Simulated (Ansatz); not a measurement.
Job for Ansatz (an electronic-structure program): R-CCSD(T)/def2-SVP on CH5NZn (SMILES [CH3][Zn][NH2]).

Ansatz 0.2 input:
```yaml
crystal:
  periodic: [false, false, false]
  atoms:
    - {symbol: C, position_ang: [1.05115153, 0.33105179, 1.21444006]}
    - {symbol: Zn, position_ang: [-0.17341692, -0.05620368, -0.24014164]}
    - {symbol: N, position_ang: [-1.22516965, -0.41279506, -1.69904752]}
    - {symbol: H, position_ang: [0.51432096, 0.70995925, 2.08524718]}
    - {symbol: H, position_ang: [1.78717795, 1.07747144, 0.91139098]}
    - {symbol: H, position_ang: [1.58653841, -0.57273351, 1.51100826]}
    - {symbol: H, position_ang: [-1.61529703, -1.33882806, -1.80740167]}
    - {symbol: H, position_ang: [-1.92510525, 0.26207782, -1.97539564]}
basis:
  gaussian:
    orbitals: def2-SVP
magnetization: {spin_polarized: false}
correlation: {method: ccsd_t, electrons: outside_noble_gas}
scf: {lower_state_search: off}
```

It printed:

```
WARN ansatz: RAYON_NUM_THREADS=4 ignored (pool sized by the plan → 4); use --threads N
Functional definition: HF
these checks for a lower state are left out or cut short: stability, starts, cluster_reference, orbital_swaps, neighbouring_geometries, increment
integrals: 0.08 GiB planned
847 factors; integrals over basis functions are off by at most 1.3e-3 eV
mean field: 0.21 GiB planned
mean field evaluation 1: about -50955.5046 eV, gradient 3.8e1 eV
mean field evaluation 2: about -50955.5749 eV, gradient 3.8e1 eV
mean field evaluation 4: about -50958.8371 eV, gradient 3.1e0 eV
mean field evaluation 8: about -50958.8720 eV, gradient 4.3e-4 eV
mean field -50958.87200353 eV, -1872.7040049659 hartree, gradient 9.1e-6 eV, S^2 0.000000; 0 other end points of the search recorded, 0 dependent functions left out
11 core orbitals not correlated
reference -50958.87200353 eV, -1872.7040049659 hartree; 13, 13 occupied and 60, 60 virtual orbitals, 847 factors
second order -17.26950430 eV of doubles, -0.00000000 eV of singles
coupled cluster: 0.25 GiB planned
cycle   1  -16.86118445 eV  change    4.1e-1 eV  update   1.0e-1
cycle   2  -17.31354960 eV  change   -4.5e-1 eV  update   3.6e-2
cycle   3  -17.42103283 eV  change   -1.1e-1 eV  update   1.6e-2
cycle   4  -17.41764052 eV  change    3.4e-3 eV  update   5.0e-3
cycle   5  -17.41415823 eV  change    3.5e-3 eV  update   2.2e-3
cycle   6  -17.41373913 eV  change    4.2e-4 eV  update   6.7e-4
cycle   7  -17.41341816 eV  change    3.2e-4 eV  update   2.4e-4
cycle   8  -17.41334150 eV  change    7.7e-5 eV  update   1.0e-4
cycle   9  -17.41335937 eV  change   -1.8e-5 eV  update   4.6e-5
cycle  10  -17.41336216 eV  change   -2.8e-6 eV  update   1.7e-5
perturbative correction -0.47384327 eV, -0.0174134188 hartree
Total energy: -50976.75920896 eV, -1873.3613476410 hartree
Checks for a lower state left out: stability, starts, cluster_reference, orbital_swaps, neighbouring_geometries, increment
```

The run converged.

Cost: very roughly 3 core-seconds.
